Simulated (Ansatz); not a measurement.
Computed with Ansatz on PBE0-D4/def2-TZVP structures; ΔE is electronic, products minus reactants. CBS: MP2 limit from def2 TZ/QZ plus the TZ coupled-cluster correction, frozen cores. DFT in def2-TZVPP. Elements past krypton have def2 core potentials. For In, Se outer-core shells are correlated without core-valence functions, which leaves a few kJ/mol of doubt a bond. Scalar relativity is left out up to krypton. One conformer a species, not always the lowest.

Reaction (substitution at a C–N bond): `C[N](C)[InH][OH]` + `OC[SeH]` → `COC[SeH]` + `C[NH][InH][OH]`

`C[N](C)[InH][OH]`:

```xyz
13

C     0.585   -0.476   -1.220
N    -0.273    0.069   -0.199
C    -1.557    0.479   -0.694
In    0.322    0.215    1.704
O     2.176   -0.512    1.757
H     0.134   -1.361   -1.696
H     0.776    0.257   -2.020
H     1.547   -0.773   -0.800
H    -2.109   -0.361   -1.146
H    -1.468    1.256   -1.470
H    -2.180    0.886    0.107
H    -0.525    0.818    3.046
H     2.572   -0.497    2.630
```

`OC[SeH]`:

Z-matrix (Å, degrees):
```
C
Se 1 1.972
O 1 1.389 2 115.1
H 1 1.089 2 105.2 3 -117.8
H 1 1.093 2 106.5 3 126.5
H 2 1.469 1 94.9 3 -93.9
H 3 0.961 1 109.0 2 57.7
```

`COC[SeH]`:

Cartesian coordinates in Å:
```
C -0.323 -0.673 -1.110
O -0.634 -0.848 0.249
C -0.310 0.232 1.043
Se 1.626 0.537 1.332
H 0.760 -0.585 -1.258
H -0.687 -1.553 -1.639
H -0.814 0.222 -1.517
H -0.719 1.173 0.659
H -0.706 0.037 2.038
H 1.805 1.457 0.202
```

`C[NH][InH][OH]`:

Z-matrix (Å, degrees):
```
C
N 1 1.442
H 1 1.098 2 112.6
H 1 1.093 2 110.3 3 118.9
H 1 1.098 2 112.7 3 -121.9
In 2 2.005 1 127.6 3 -120.9
H 2 1.007 1 113.0 3 60.3
O 6 1.990 2 112.2 1 0.5
H 6 1.692 2 128.1 1 -179.8
H 8 0.959 6 113.5 2 -0.6
```

Is it downhill or uphill in electronic energy at CCSD(T)/CBS, and by how much? (Best estimate.)

Computed: Uphill: ΔE = +13.7 kJ/mol.

What do these levels give: PBE-D4, ωB97X-V, PBE0, MP2/def2-TZVPP, SCS-MP2/def2-TZVPP, MP2/CBS(def2)? (Estimate.)

Computed: PBE-D4 12.4, ωB97X-V 8.6, PBE0 11.3, MP2/def2-TZVPP 15.9, SCS-MP2/def2-TZVPP 12.5, MP2/CBS(def2) 17.6 kJ/mol.

Largest T1 diagnostic among the species: 0.016.

In def2-TZVPP, CCSD(T) changes the Hartree–Fock value by +10.4 kJ/mol (the triples alone add +0.9 kJ/mol) and MP2 by +14.2 kJ/mol.
